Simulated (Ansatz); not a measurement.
Species: TiO$_{2}$ (charge +1, doublet). The spin state was set by rule; other spins were not relaxed. 
Coordinates optimised at B3LYP-D3(BJ)/def2-TZVP (Ansatz, a program for electronic structure):
```
Ti
O 1 1.6130
O 1 1.6915 2 95.95
```
Charge +1, spin multiplicity 2.

Total electronic energies in hartree. Valence correlation only, unless marked. Open shells are spin-unrestricted. Spin-orbit coupling is left out. Frozen are the shells of the preceding noble gas and the d and f shells that filled before the atom's block. No relativistic terms. CBS(X,Y): correlation extrapolated as X^-3; Hartree-Fock from the larger set. The bracket is a focal-point correction in the basis named. The program attaches cautions to a run behind HF/6-31G: large difference. The program attaches cautions to a run behind HF/def2-TZVPPD: large difference. The program attaches cautions to a run behind MP2/def2-SVP: large difference. The program attaches cautions to a run behind SCS-MP2/def2-TZVPP: large difference. The program attaches cautions to a run behind CCSD/6-31G: large difference. The program attaches cautions to a run behind CCSD(T)/def2-SVPD: large difference. The program attaches cautions to a run behind RI-MP2/CBS(def2-TZVPPD,def2-QZVPPD)+[CCSD(T)-MP2]/def2-TZVPPD: large difference.

The UHF reference is spin-contaminated (<S^2> 0.62 over the pure value in the largest basis). The T1 diagnostic of CCSD in the largest basis is 0.104, which is high, so the coupled-cluster rows are less sure than usual.

```csv
level,program,energy (Eh)
HF/6-31G,Ansatz,-997.70775
HF/def2-TZVPPD,Ansatz,-997.89809
BLYP-D4/def2-TZVPD,Ansatz + dftd4,___
PBE0/6-31G*,Ansatz,-999.18116
PBE0/def2-TZVP,Ansatz,-999.30270
LC-wPBE-D4/def2-TZVPD,Ansatz + dftd4,-999.37900
wB97M-V/def2-TZVPD,Ansatz,___
B2PLYP-D4/def2-TZVPD,Ansatz + dftd4,-999.33995
B2PLYP/def2-TZVPD,Ansatz,-999.33892
MP2/def2-SVP,Ansatz,-998.00809
SCS-MP2/def2-TZVPP,Ansatz,-998.39123
CCSD/6-31G,Ansatz,-998.06113
CCSD(T)/STO-3G,Ansatz,-987.52019
CCSD(T)/def2-SVPD,Ansatz,-998.12688
"RI-MP2/CBS(def2-TZVPPD,def2-QZVPPD)+[CCSD(T)-MP2]/def2-TZVPPD",Ansatz,-998.5956
```

**Question.** Fill in the missing entries.

**Answer.** 
- BLYP-D4/def2-TZVPD, energy (Eh): -999.72663
- wB97M-V/def2-TZVPD, energy (Eh): -999.56066
